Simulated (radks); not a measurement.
Isoelectronic series with 5 electrons, all held in the configuration [He] 2s2 2p1, which need not be the ground one along the series. Calculated with a radial shooting solver on a logarithmic mesh with Libxc functionals: non-relativistic Kohn-Sham, LDA (Slater exchange, Perdew-Wang correlation), spin-polarised, spherical densities, point nucleus; open shells are filled with parallel spins first. Total energies (hartree) and mean radii <r> (bohr):

| ion | E (hartree) | 2p up | 2s down | 2s up | 1s down |
|---|---|---|---|---|---|
| B | -24.35246 | 2.233 | 1.996 | 1.949 | 0.3320 |
| C+ | -37.03599 | 1.479 | 1.488 | 1.460 | 0.2723 |
| N2+ | -52.47486 | 1.124 | 1.187 | 1.170 | 0.2308 |
| O3+ | -70.66553 | 0.9107 | 0.9889 | 0.9765 | 0.2001 |
| F4+ | -91.60675 | 0.7670 | 0.8476 | 0.8386 | 0.1767 |
| Ne5+ | -115.29798 | 0.6632 | 0.7419 | 0.7350 | 0.1581 |
| Mg7+ | -170.92971 | 0.5226 | 0.5941 | 0.5897 | 0.1307 |
| Al8+ | -202.87007 | 0.4727 | 0.5404 | 0.5367 | 0.1202 |
| Si9+ | -237.56007 | 0.4315 | 0.4956 | 0.4925 | 0.1113 |
| P10+ | -274.99973 | 0.3970 | 0.4577 | 0.4551 | 0.1036 |
| S11+ | -315.18905 | 0.3676 | 0.4252 | 0.4229 | 0.09694 |
| Cl12+ | -358.12806 | 0.3423 | 0.3970 | 0.3950 | 0.09106 |
| Ar13+ | -403.81677 | 0.3203 | 0.3723 | 0.3706 | 0.08585 |
| K14+ | -452.25521 | 0.3009 | 0.3505 | 0.3490 | 0.08121 |
| Ca15+ | -503.44339 | 0.2838 | 0.3311 | 0.3298 | 0.07704 |
| Sc16+ | -557.38133 | 0.2685 | 0.3138 | 0.3126 | 0.07328 |
| Ti17+ | -614.06905 | 0.2548 | 0.2982 | 0.2971 | 0.06987 |
| V18+ | -673.50656 | 0.2424 | 0.2840 | 0.2830 | 0.06676 |
